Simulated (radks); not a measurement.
Problem. The mean radii <r> (bohr) of the occupied orbitals of an atom or ion are listed with their occupations. All-electron calculation, Dirac Kohn-Sham, RPBE, spin-unpolarised, spherical densities, finite nucleus; Fermi nuclear charge, rms radius of each element as measured or else 0.836 A^(1/3) + 0.57 fm. Program: a radial shooting solver on a logarithmic mesh with Libxc functionals.

| orbital | occ. | <r> |
|---|---|---|
| 1s1/2 | 2 | 0.01866 |
| 2s1/2 | 2 | 0.07834 |
| 2p1/2 | 2 | 0.06487 |
| 2p3/2 | 4 | 0.07271 |
| 3s1/2 | 2 | 0.2043 |
| 3p1/2 | 2 | 0.1942 |
| 3p3/2 | 4 | 0.2088 |
| 3d3/2 | 4 | 0.1829 |
| 3d5/2 | 6 | 0.1874 |
| 4s1/2 | 2 | 0.4587 |
| 4p1/2 | 2 | 0.4645 |
| 4p3/2 | 4 | 0.4975 |
| 4d3/2 | 4 | 0.5164 |
| 4d5/2 | 6 | 0.5279 |
| 5s1/2 | 2 | 1.102 |
| 5p1/2 | 2 | 1.222 |
| 5p3/2 | 4 | 1.328 |
| 4f5/2 | 6 | 0.6342 |
| 4f7/2 | 8 | 0.6452 |
| 6s1/2 | 1 | 3.101 |
| 5d3/2 | 3 | 2.072 |

Name the element and its charge. Open shells, if any, fill j = l - 1/2 first.

Solution. Z = 73, tantalum, charge +1: Ta+ in [Xe] 4f14 5d3 6s1. The 1s radius gives Z: for a bare nucleus <r> = (2 gamma + 1)/(2Z) with gamma = sqrt(1 - (Z/c)^2), 0.01844 bohr for Z = 73, and screening makes it slightly larger (0.01866 here). The occupations add up to 72, and the charge is Z minus that.
